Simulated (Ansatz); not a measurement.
Geometry optimisation, Ansatz 0.2.0, RKS PBE0-D4/6-31G*.

input.yaml

```yaml
crystal:
  periodic: [false, false, false]
  atoms:
    - { symbol: B, position_ang: [-0.031385, 0.52581, -0.371749] }
    - { symbol: H, position_ang: [0.031128, -0.224443, 1.907542] }
    - { symbol: O, position_ang: [1.205721, 0.009906, -0.521938] }
    - { symbol: H, position_ang: [1.21538, -0.878286, -0.897829] }
    - { symbol: Cl, position_ang: [-1.485051, -0.391655, -0.870303] }
    - { symbol: O, position_ang: [-0.153713, 1.799997, 0.134406] }
    - { symbol: H, position_ang: [-1.068699, 2.104101, 0.149928] }
    - { symbol: H, position_ang: [-0.062082, 0.478969, 1.916444] }
basis:
  gaussian: { orbitals: "6-31G*" }
hamiltonian:
  xc: pbe0
  dispersion: d4
relax:
  f_tol: 0.03
  max_steps: 50
```

Command:

```bash
$ ansatz run input.yaml --threads 2 --pin off --max-ram 3072MiB --backend cpu --events-out ev --progress --plain --runs-dir out
```

Task: Where does it end, and by what steps?

Result: The run converged. The force dipped under the threshold on the way, but the program's further checks kept it going. After 26 steps the energy has fallen by 0.208 eV; H2 moved furthest, 1.42 Å.

| step | energy less start (eV) | largest force component (eV/Å) | accepted |
| --- | --- | --- | --- |
| 0 | 0.0000 | 1.469 | yes |
| 1 | -0.1331 | 0.347 | yes |
| 2 | -0.1702 | 0.318 | yes |
| 3 | -0.1901 | 0.160 | yes |
| 4 | -0.1932 | 0.160 | yes |
| 5 | -0.1949 | 0.100 | yes |
| 6 | -0.1953 | 0.165 | yes |
| 7 | -0.1964 | 0.195 | yes |
| 8 | -0.1787 | 0.877 | no |
| 9 | -0.1974 | 0.179 | yes |
| 10 | -0.1983 | 0.138 | yes |
| 11 | -0.1861 | 0.730 | no |
| 12 | -0.2001 | 0.011 | yes |
| 13 | -0.2003 | 0.208 | yes |
| 14 | -0.2017 | 0.074 | yes |
| 15 | -0.2035 | 0.051 | yes |
| 16 | -0.2008 | 0.330 | no |
| 17 | -0.1978 | 0.363 | no |
| 18 | -0.2042 | 0.037 | yes |
| 19 | -0.2052 | 0.104 | yes |
| 20 | -0.2060 | 0.141 | yes |
| 21 | -0.2067 | 0.096 | yes |
| 22 | -0.2074 | 0.041 | yes |
| 23 | -0.2078 | 0.033 | yes |
| 24 | -0.2077 | 0.102 | no |
| 25 | -0.2080 | 0.034 | yes |
| 26 | -0.2080 | 0.028 | yes |

```xyz
8
Properties=species:S:1:pos:R:3
B 0.068 0.478 -0.708
H -0.432 0.177 3.186
O 1.277 0.093 -1.168
H 1.226 -0.668 -1.757
Cl -1.421 -0.394 -1.206
O -0.006 1.532 0.135
H -0.910 1.732 0.401
H -0.150 0.476 2.565
```

Run time: 18 s on 2 threads of AMD EPYC 9R45 96-Core Processor (Zen 5) (shared host), peak memory 0.16 GiB.
